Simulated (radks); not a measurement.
Values are calculated unless marked as measured or tabulated.
Coulomb parameter of the 5d shell of the hafnium ion Hf+ in the model configuration [Xe] 4f14 5d2 6s1, as a second difference U = [E(n + 0.5) + E(n - 0.5) - 2 E(n)] / (0.5)^2 with all orbitals relaxed. "Bare": the charge of the atom changes with n. "Screened": the 6s shell takes up the change at fixed total charge, which measures U(5d,5d) + U(6s,6s) - 2 U(5d,6s). Code: a radial shooting solver on a logarithmic mesh with Libxc functionals. Model: Dirac Kohn-Sham, BLYP, spin-unpolarised, spherical densities, finite nucleus; open shells are shared between the two j in proportion to 2j + 1; Fermi nuclear charge, rms radius 5.347 fm.

start: configuration [Xe] 4f14 5d2 6s1; E - E(n) (eV) 0.000
bare +0.5: configuration [Xe] 4f14 5d2.5 6s1; E - E(n) (eV) -3.562
bare -0.5: configuration [Xe] 4f14 5d1.5 6s1; E - E(n) (eV) 5.665
screened +0.5: configuration [Xe] 4f14 5d2.5 6s0.5; E - E(n) (eV) 0.983
screened -0.5: configuration [Xe] 4f14 5d1.5 6s1.5; E - E(n) (eV) -0.841

U(bare) = 8.410 eV, U(screened by 6s) = 0.568 eV.
